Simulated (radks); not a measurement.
Fractional charge and spin in the 5s shell of thulium: the spin-up occupation runs from 0 to 1 and the spin-down occupation from 0 to 1; the fullest corner is Tm2+, [Kr] 4d10 4f(up 6.5, down 6.5) 5p6 5s(up 1, down 1). All-electron calculation, scalar-relativistic Kohn-Sham, PBE, spin-polarised, spherical densities, finite nucleus; Fermi nuclear charge, rms radius of each element as measured or else 0.836 A^(1/3) + 0.57 fm. Program: a radial shooting solver on a logarithmic mesh with Libxc functionals. Energy (eV) above the fullest corner. The planes named below are the two flat planes that join the four corners, with an edge along up + down = one added electron.

down \ up        0      0.5       1
0          166.605  118.948  75.203
0.5        118.948   75.453  35.763
1           75.203   35.763   0.000

Corners above the fullest one (they belong to Tm3+ and the next ion): (up 1, down 0) 75.203 eV, (up 0, down 1) 75.203 eV, (up 0, down 0) 166.60 eV. With half an added electron in each spin the energy lies 0.250 eV from the planes, and with half an added electron in spin up alone -1.956 eV. The planes are only a guide here: the flat-plane condition holds for ground states with one frontier orbital, while this shell lies below other occupied shells, so the corners above the fullest one are inner-hole states and not the ground states of those ions.
